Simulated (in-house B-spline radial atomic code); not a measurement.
A fraction x of an electron is removed from 5p in Tm III (Tm2+), starting from [Xe] 4f13 and keeping the highest spin. Computed with a radial B-spline atomic code at the basis-set limit: scalar-relativistic (X2C) LDA exchange-only, spin-polarised, spherical fractional occupations, Fermi nucleus of rms radius 5.2256 fm.

| x | E(x) - E(0) (eV) | 5p down level (eV) |
| --- | --- | --- |
| 0 | 0.0000 | -40.047 |
| 0.12 | 4.8979 | -41.586 |
| 0.15 | 6.1512 | -41.973 |
| 0.27 | 11.2813 | -43.530 |
| 0.47 | 20.2492 | -46.154 |
| 0.5 | ? | ? |
| 0.54 | 23.5123 | -47.080 |
| 0.63 | 27.8033 | -48.276 |
| 0.82 | ? | ? |
| 0.97 | 44.9925 | -52.850 |
| 1 | 46.5841 | -53.257 |

(1) What belongs in the row x = 0.5?

(2) What belongs in the row x = 0.82?

(3) Check Janak's theorem between x = 0.12 and 0.15.

Results:

(1) An energy change of 21.6397 eV; 5p down at -46.550 eV.

(2) An energy change of 37.2173 eV; 5p down at -50.822 eV.

(3) The slope of the energy is 41.78 eV; the orbital levels give 41.78 eV (-ε of the emptying orbital, averaged over the two points).
